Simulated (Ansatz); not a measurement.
N, charge +1, triplet.

Input for Ansatz (a quantum-chemistry and plane-wave program):
Ansatz 0.2 input:
```yaml
crystal:
  periodic: [false, false, false]
  atoms:
    - {symbol: N, position_ang: [0.00000000, 0.00000000, 0.00000000]}
basis:
  gaussian:
    orbitals: pc-1.json
total_charge: 1
magnetization: {spin_polarized: true, initial_magnetization: 2}
correlation: {method: mp2}
```
The basis file holds pc-1 in the JSON format of the Basis Set Exchange.

Problem. What SCF-reference <S^2> does MP2/pc-1 (Ansatz) give?

Solution. 2.005

Problem. Estimate the number of basis functions that MP2/pc-1 returns for this input.

Solution. 14

Problem. What MP2 correlation energy does MP2/pc-1 give?

Solution. -0.0545 Eh

Problem. Estimate the total energy that MP2/pc-1 returns for this input.

Solution. -53.9129 Eh
